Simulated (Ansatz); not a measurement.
Abridged output of a molecular run in Ansatz:

```
Functional definition: HF
  name "HF"
  cite "Fock, Z. Phys. 61, 126 (1930) doi:10.1007/BF01340294"
  parent pbe
  exchange = exact_x
  correlation = 0
1596 factors; integrals over basis functions are off by at most 1.2e-3 eV
mean field evaluation 1: about -23559.1084 eV, gradient 3.9e1 eV
mean field evaluation 2: about -23559.3651 eV, gradient 3.9e1 eV
mean field evaluation 4: about -23562.9966 eV, gradient 4.1e0 eV
mean field evaluation 8: about -23563.0653 eV, gradient 3.1e-1 eV
mean field evaluation 16: about -23563.0658 eV, gradient 2.5e-6 eV
mean field -23563.06579840 eV, -865.9266964716 hartree, gradient 2.5e-6 eV, S^2 0.000000; 0 other end points of the search recorded, 0 dependent functions left out
13 core orbitals not correlated: weight in the atoms' cores, before any rotation towards them, 1.000 or more for the frozen orbitals, at most 0.000 for the correlated occupied ones
reference -23563.06579840 eV, -865.9266964716 hartree; 16, 16 occupied and 246, 246 virtual orbitals, 1596 factors
second order -24.55014029 eV of doubles, -0.00000000 eV of singles
cycle   1  -25.32625165 eV  change   -7.8e-1 eV  update   1.0e-1
cycle   2  -25.88753557 eV  change   -5.6e-1 eV  update   2.9e-2
cycle   3  -26.00473714 eV  change   -1.2e-1 eV  update   1.4e-2
cycle   4  -25.99769971 eV  change    7.0e-3 eV  update   3.0e-3
cycle   5  -25.99598116 eV  change    1.7e-3 eV  update   1.1e-3
cycle   6  -25.99617136 eV  change   -1.9e-4 eV  update   3.4e-4
cycle   7  -25.99598959 eV  change    1.8e-4 eV  update   1.3e-4
cycle   8  -25.99594755 eV  change    4.2e-5 eV  update   4.0e-5
cycle   9  -25.99595898 eV  change   -1.1e-5 eV  update   1.6e-5
perturbative correction -0.96686757 eV, -0.0355317279 hartree
Total energy: -23590.02862495 eV, -866.9175620713 hartree
```

Its atoms:

Cartesian coordinates in Å:
```
C 1.082 0.956 0.920
C -0.133 0.664 0.040
Si -0.169 -1.077 -0.610
F -0.103 -2.065 0.651
S -1.890 -1.474 -1.792
H 1.069 1.987 1.282
H 2.016 0.813 0.371
H 1.109 0.298 1.791
H -1.061 0.839 0.596
H -0.164 1.338 -0.823
H 0.983 -1.408 -1.482
H -2.739 -0.870 -0.944
```

Which basis set was used?
A. def2-TZVPP
B. cc-pV(D+d)Z
C. def2-SVP
D. def2-TZVPPD

A. It gives 275 functions.

Write the keys of the input that set method, charge and spin (a neutral closed shell needs none for the last two).


```yaml
correlation: {method: ccsd_t}
```
